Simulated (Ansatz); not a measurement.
F₃In, charge -1, doublet, geometry from GFN2-xTB (such geometries of metal compounds can be far from the true shape) (a state made from the parent by changing its charge; the spin is typed, not shown lowest) (core potentials on In) (a gas-phase anion, which may not be bound at this level), atoms displaced at random by about 0.1 Å a coordinate. Base run: Ansatz (a first-principles code) with B3LYP/def2-SVP.

Here is a job for Ansatz.
Ansatz 0.2 input:
```yaml
crystal:
  periodic: [false, false, false]
  atoms:
    - {symbol: In, position_ang: [-0.05195669, -0.09175284, -0.20086482]}
    - {symbol: F, position_ang: [-1.99296120, -1.26944040, 0.05280796]}
    - {symbol: F, position_ang: [0.04285658, 2.11643263, -0.65857935]}
    - {symbol: F, position_ang: [1.95179257, -1.05831447, 0.84933755]}
basis:
  gaussian:
    orbitals: def2-SVP
hamiltonian:
  xc: b3lyp
total_charge: -1
magnetization: {spin_polarized: true, initial_magnetization: 1}
relax: {}
```

Each row names what was changed in the base input (with any setting that the change needs).

```
change                         ΔE vs base (µEh)  optimiser steps  core-seconds (rough)
-----------------------------  ----------------  ---------------  --------------------
base                                        0.0                8                    30
relax = f_tol: 0.002                        0.0                9                    40
relax = f_tol: 0.0005                       0.0                9                    30
relax = max_displacement: 0.5               0.0                7                    30
relax = f_tol: 0.05                         0.4                7                    30
relax = f_tol: 0.1                         36.1                6                    30
relax = escape_saddle: false                0.0                8                    30
```

A gas-phase anion may not be bound at this level; its values then depend on the basis.
